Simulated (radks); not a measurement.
The scandium ion Sc3+, 18 electrons, occupied as [Ar] (the NIST ground configuration).

Method: Dirac Kohn-Sham, B86b exchange with PBE correlation, spin-unpolarised, spherical densities, finite nucleus; Fermi nuclear charge, rms radius 3.5459 fm; computed with a radial shooting solver on a logarithmic mesh with Libxc functionals.

Energy parts (hartree):
total: -762.64746
kinetic: 769.42452
electron-nucleus: -1791.12207
Hartree: 297.36736
exchange-correlation: -38.31726

Orbitals (lengths in bohr, moments of r in powers of bohr; <r^-3> diverges for s and p1/2):
[
 {"orbital": "1s1/2", "occ.": "2", "eigenvalue (hartree)": "-162.8151", "<r^4>": "0.0001326", "<r^-3>": "-", "<r^2>": "0.007174"},
 {"orbital": "2s1/2", "occ.": "2", "eigenvalue (hartree)": "-18.65391", "<r^4>": "0.03442", "<r^-3>": "-", "<r^2>": "0.1395"},
 {"orbital": "2p1/2", "occ.": "2", "eigenvalue (hartree)": "-15.60177", "<r^4>": "0.02777", "<r^-3>": "-", "<r^2>": "0.1157"},
 {"orbital": "2p3/2", "occ.": "4", "eigenvalue (hartree)": "-15.43119", "<r^4>": "0.02858", "<r^-3>": "219.9", "<r^2>": "0.1175"},
 {"orbital": "3s1/2", "occ.": "2", "eigenvalue (hartree)": "-3.17771", "<r^4>": "2.606", "<r^-3>": "-", "<r^2>": "1.280"},
 {"orbital": "3p1/2", "occ.": "2", "eigenvalue (hartree)": "-2.38878", "<r^4>": "3.686", "<r^-3>": "-", "<r^2>": "1.478"},
 {"orbital": "3p3/2", "occ.": "4", "eigenvalue (hartree)": "-2.36880", "<r^4>": "3.774", "<r^-3>": "25.92", "<r^2>": "1.495"}
]

The highest occupied level is 3p3/2 at -64.458 eV. Summed over all electrons, <r^2> = 12.49 bohr^2, which gives a Langevin (diamagnetic) susceptibility term of -9.89 x 10^-6 cm^3/mol. For comparison, the ionisation energy in NIST's Atomic Spectra Database is 73.489 eV (measured). In exact Kohn-Sham theory the highest level is minus the ionisation energy, but local and semilocal functionals leave it too shallow, through self-interaction and a potential that decays too fast; potentials with the right tail come closer. The density falls to 0.001 e/bohr^3 at r = 2.73 bohr.
